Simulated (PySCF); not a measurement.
Precursor series Hf OH-NH2. Isolated molecules, 0 K electronic values unless said otherwise. One relaxed conformer stands for each flexible species; it need not be the lowest.

Calculation: B3LYP-D3(BJ)/def2-TZVP // BP86-D3(BJ)/def2-SVP (PySCF). All candidates: neutral, multiplicity 1. B3LYP has the VWN-RPA correlation part, as in Gaussian. 

The HOMO is -8.12 eV and the LUMO is -0.23 eV. The HOMO–LUMO gap comes out as 7.89 eV.

Q: Which member has these values?
(A) [Hf(OH)(NH2)3]
(B) [Hf(NH2)4]
(C) [Hf(OH)4]

A: C, [Hf(OH)4]. The others give [Hf(OH)(NH2)3]: -6.40 eV, -0.18 eV, 6.22 eV; [Hf(NH2)4]: -6.42 eV, -0.18 eV, 6.24 eV
